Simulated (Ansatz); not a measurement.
One change: `NBC1C=C1` becomes `CC1C=C1`.

Ansatz, PBE0-D4/def2-TZVP geometries, multiplicity 1. Each molecule was computed in one conformer, which needn't be the lowest.

```
                                          property  `NBC1C=C1`
size of the dipole moment (ωB97M-V/def2-TZVPP) / D        1.03
                 LUMO energy (PBE/def2-TZVPP) / eV       -1.10
    zero-point energy (PBE0-D4/def2-TZVP) / kJ/mol       228.5
           HOMO–LUMO gap (ωB97M-V/def2-TZVPP) / eV       10.98
               HOMO energy (B3LYP/def2-TZVPP) / eV       -6.61
                HOMO energy (PBE0/def2-TZVPP) / eV       -6.81
```

(1) Give the same properties after the change, and the shifts. (Best estimate.)

## Answers

(1) Computed: 
```json
{"property": "size of the dipole moment (ωB97M-V/def2-TZVPP) / D", "`CC1C=C1`": "0.38", "shift": "-0.65"}
{"property": "LUMO energy (PBE/def2-TZVPP) / eV", "`CC1C=C1`": "-0.97", "shift": "0.13"}
{"property": "zero-point energy (PBE0-D4/def2-TZVP) / kJ/mol", "`CC1C=C1`": "221.3", "shift": "-7.2"}
{"property": "HOMO–LUMO gap (ωB97M-V/def2-TZVPP) / eV", "`CC1C=C1`": "11.70", "shift": "0.72"}
{"property": "HOMO energy (B3LYP/def2-TZVPP) / eV", "`CC1C=C1`": "-7.00", "shift": "-0.39"}
{"property": "HOMO energy (PBE0/def2-TZVPP) / eV", "`CC1C=C1`": "-7.21", "shift": "-0.40"}
```

With PBE0 the HOMO falls by 0.40 eV and the LUMO rises by 0.20 eV, so the gap widens by about 0.60 eV. PBE moves the HOMO by -0.44 eV and ωB97M-V by -0.39 eV. The zero-point energy changes by -7.2 kJ/mol with -3 modes. Dipoles are sizes alone; their direction can turn.

B3LYP here is the variant with VWN-RPA as its local correlation; programs differ in this.
